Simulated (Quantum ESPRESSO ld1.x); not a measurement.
Neutral palladium, 46 electrons, occupied as [Kr] 4d8.5 5s0.5 5p1 (fractional occupations, a model configuration). Method: non-relativistic Kohn-Sham, LDA (Slater exchange, Perdew-Zunger correlation), spin-polarised, spherical densities, point nucleus; open shells are filled with parallel spins first; relativity is left out, which matters for an element this heavy; computed with ld1.x of Quantum ESPRESSO 7.5.

X-ray form factor f0, the Fourier transform of the density (f0(0) = 46):

sin(theta)/lambda (1/angstrom),f0 (electrons)
0.05,44.961
0.1,42.597
0.15,39.805
0.2,36.917
0.25,34.092
0.3,31.446
0.4,26.952
0.5,23.572
0.6,21.079
0.8,17.547
1,14.710
1.25,11.577
1.5,9.105
2,6.309
